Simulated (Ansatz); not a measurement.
Basis-set series for `[F][Al]1[CH2][O]1`. Total charge 0; spin multiplicity 1. All single points use the PBE0-D4/def2-TZVP geometry.

```csv
functional,basis,functions,energy (Eh),HOMO (eV),LUMO (eV)
PBE0-D4,def2-SVP,70,-456.25720,-6.84,-1.55
PBE0-D4,def2-QZVPP,301,-456.63301,-6.98,-1.76
ωB97M-V,def2-SVP,70,-456.51350,-9.08,0.24
ωB97M-V,def2-QZVPP,301,-456.89372,-9.24,-0.17
```

Q: Give the rows for def2-TZVPP. (An estimate is asked.)

A: Computed: 
| functional | basis | functions | energy (Eh) | HOMO (eV) | LUMO (eV) |
| --- | --- | --- | --- | --- | --- |
| PBE0-D4 | def2-TZVPP | 163 | -456.61255 | -6.94 | -1.68 |
| ωB97M-V | def2-TZVPP | 163 | -456.87431 | -9.20 | 0.06 |

Positive LUMOs are unbound and depend on the basis.
